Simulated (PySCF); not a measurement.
GaFCl: from structure and modes to constants

Level of theory: PySCF, UPBE0, basis Ga def2-TZVP, F def2-TZVP, Cl def2-TZVP (no relativity, density fitting).

The doublet minimum has Cs symmetry. Masses (u): Ga 68.92558, F 18.99840, Cl 34.96885.

```xyz
3
charge 0 multiplicity 2, angstrom
Ga   -0.2917    0.0000   -0.4600
F    -1.8012    0.0000    0.4408
Cl    1.5515    0.0000    0.6624
```

Harmonic wavenumbers (cm⁻¹): 144.8 (a', ×1), 397.4 (a', ×1), 661.2 (a', ×1).

Task: Find the principal moments of inertia and the rotational constants. What kind of rotor is it?

Result: About the centre of mass I = 26.386, 158.91, 185.29 u Å². With B = 16.8576/I this gives 0.6389, 0.1061, 0.09098 cm⁻¹. The molecule is an asymmetric top with κ = -0.94.

Task: Find the vibrational entropy and heat capacity at 298.15 K.

Result: With u = 1.43878 ω/T, each mode gives S = R[u/(eᵘ−1) − ln(1−e⁻ᵘ)] and C = R u² eᵘ/(eᵘ−1)².
| ω (cm⁻¹) | u | S (J/(mol K)) | C (J/(mol K)) |
| --- | --- | --- | --- |
| 144.8 | 0.699 | 11.46 | 7.98 |
| 397.4 | 1.918 | 4.07 | 6.17 |
| 661.2 | 3.191 | 1.49 | 3.79 |
The sums over all modes are S = 17.0 and C = 17.9 J/(mol K); the softest mode gives 67 % of the entropy.

Only a few start shapes were tried, so a lower isomer may exist.
